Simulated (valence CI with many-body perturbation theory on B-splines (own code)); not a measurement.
**Valence orbitals of Gd¹³⁺**

Method: configuration interaction combined with many-body perturbation theory (CI+MBPT): five valence electrons over a frozen Dirac-Fock core [Kr] 4d10, radial functions for each j: 7 s, 7 p, 7 d, 7 f, 4 g, 2 h, with the one-electron correlation potential Σ1 (screened to all orders), the two-electron term Σ2, the three-electron term Σ3, Breit, model QED; selected single and double excitations, second order for the rest, scaled by the run's own slope (own B-spline code, finite nucleus).

No measured levels were compared; by estimate terms of the open shell hold to a few per cent of their energy, and close levels can change places; configurations with another count of f electrons can be misplaced by thousands of cm⁻¹. Among the levels kept, up to 1200 cm⁻¹ of a level comes from second order outside the variational space, and about a tenth of that is noise between levels of different J, which matters for small intervals. The lowest computed level is not the ground level that NIST lists (6H°5/2, for many ions itself from theory).

These are the spectroscopic orbitals of the CI (the correlating ones are not listed), shaped by the core and the other valence electrons. h is the expectation value of the core's Dirac-Fock operator, without the valence repulsion; Σ1 is computed up to l = 3 at one energy for each symmetry, that of its lowest orbital but kept below the first core excitation, so for empty shells it is not the orbital's own correlation shift; Breit and QED include the response of the core.

```tsv
Orbital	h (hartree)	Σ1 (cm⁻¹)	Breit (cm⁻¹)	QED (cm⁻¹)	⟨r⟩ (bohr)
5s1/2	-13.044	-17317	1063	959	1.143
6s1/2	-7.6917	-4743	415	369	1.989
7s1/2	-5.1273	-2234	225	201	3.009
5p1/2	-11.992	-16324	1652	-16.5	1.196
6p1/2	-7.1654	-4498	625	-6.4	2.098
7p1/2	-4.8368	-2212	353	-3.6	3.153
5p3/2	-11.616	-15074	936	71.3	1.239
6p3/2	-6.9917	-4286	359	27.0	2.153
7p3/2	-4.7411	-2138	221	15.4	3.218
5d3/2	-9.8087	-10443	385	-47.0	1.413
6d3/2	-6.1694	-4052	203	-24.1	2.357
7d3/2	-4.2634	-2096	119	-13.9	3.514
5d5/2	-9.7354	-10044	196	-23.0	1.426
6d5/2	-6.1338	-3929	104	-11.9	2.371
7d5/2	-4.2432	-2039	62.3	-6.9	3.532
4f5/2	-13.885	-25283	-433	-176	0.6866
5f5/2	-7.6936	-6416	-47.7	-36.1	1.687
4f7/2	-13.842	-24825	-889	-143	0.6907
5f7/2	-7.6791	-6379	-146	-28.2	1.691
5g7/2	-6.3022		-14.7	-1.6	1.889
5g9/2	-6.3024		-21.1	-0.7	1.889
```

Among the shells of the start configuration 4f5, Σ1 is largest in size for 4f5/2, where it is 0.83 % of h.

Lowest root of each symmetry, sizes in configuration state functions:

| J | Parity | Roots | Reference | Variational | Second order | Change by selected CI (cm⁻¹) | Change by second order (cm⁻¹) |
| --- | --- | --- | --- | --- | --- | --- | --- |
| 1/2 | even | 8 | 44 | 31996 | 1384792 | -13587 | -102 |
| 3/2 | even | 17 | 82 | 30719 | 2623542 | -13406 | -313 |
| 5/2 | even | 23 | 106 | 29909 | 3835184 | -13239 | -511 |
| 7/2 | even | 25 | 113 | 29129 | 4293733 | -12159 | -590 |
| 9/2 | even | 27 | 107 | 29133 | 4621398 | -12129 | -643 |
| 11/2 | even | 22 | 87 | 28860 | 3471826 | -12232 | -557 |
| 13/2 | even | 17 | 64 | 28877 | 3380266 | -12398 | -420 |
| 15/2 | even | 14 | 43 | 30562 | 3896076 | -12573 | -291 |
| 17/2 | even | 9 | 25 | 31704 | 2182058 | -12759 | -166 |
| 19/2 | even | 4 | 10 | 30861 | 1261537 | -13870 | -90 |
| 21/2 | even | 2 | 3 | 26123 | 790628 | -13933 | -47 |
| 1/2 | odd | 3 | 56 | 31996 | 1520757 | -29490 | -156 |
| 3/2 | odd | 7 | 105 | 31998 | 3187334 | -28211 | -361 |
| 5/2 | odd | 8 | 133 | 31994 | 4516688 | -28009 | -581 |
| 7/2 | odd | 8 | 144 | 31997 | 4887084 | -27958 | -627 |
| 9/2 | odd | 8 | 139 | 31988 | 5435900 | -27336 | -577 |
| 11/2 | odd | 6 | 120 | 31998 | 4535487 | -27402 | -599 |
| 13/2 | odd | 4 | 89 | 31970 | 3922007 | -27647 | -449 |
| 15/2 | odd | 4 | 64 | 31964 | 2685603 | -27841 | -347 |
| 17/2 | odd | 2 | 37 | 31996 | 2662328 | -27871 | -202 |
